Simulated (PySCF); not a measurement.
C$_{4}$H$_{9}$LiO, charge -1, doublet, geometry from GFN2-xTB (such geometries of metal compounds can be far from the true shape) (a state made from the parent by changing its charge; the spin is typed, not shown lowest) (in this run its highest filled SCF level lies above zero, so its values depend strongly on the basis, on diffuse functions most of all). Base run: PySCF with CAMB3LYP/STO-3G.

The PySCF input:
```python
from pyscf import gto, scf, dft

mol = gto.M(
    atom='''
Li    1.019147    1.965115    2.029621
O     0.425252    0.819969    0.846885
C    -0.023034   -0.044414   -0.045872
C     1.004564   -1.187412   -0.313726
C    -1.349332   -0.722498    0.418113
C    -0.314992    0.637762   -1.418295
H     0.637686   -1.904229   -1.051325
H     1.210564   -1.711125    0.619188
H     1.937931   -0.754566   -0.672207
H    -1.177480   -1.239466    1.361644
H    -1.723296   -1.437915   -0.317283
H    -2.105415    0.044029    0.584891
H     0.599232    1.097086   -1.792800
H    -1.056070    1.424022   -1.278158
H    -0.685842   -0.073561   -2.159219
''',
    basis='sto-3g',
    charge=-1,
    spin=1,
    verbose=4,
)

mf = dft.UKS(mol)
mf.xc = 'camb3lyp'
mf.kernel()
```

Each row names what was changed in the base input (with any setting that the change needs).

```csv
change,ΔE vs base (µEh),grid points,electrons on the grid
base,0.0,172552,45.00003
grids.level = 2,-3.0,115240,45.00004
grids.radi_method = mura_knowles,-0.2,163872,45.00003
grids.level = 7,10.4,967512,45.00000
grids.prune = dft.gen_grid.sg1_prune,-20.9,76704,44.99945
grids.level = 4,10.9,311560,45.00000
grids.radi_method = delley,-0.5,183424,45.00003
small_rho_cutoff = 0,0.0,172552,45.00003
grids.becke_scheme = stratmann,-6.6,172552,45.00005
grids.level = 1,70.5,53232,44.99956
"grids.atom_grid = (50, 194)",78.4,98848,44.99954
```

Open shells are given as the SCF converged; they aren't shown to be the lowest states, and a large step between rows can be another state.
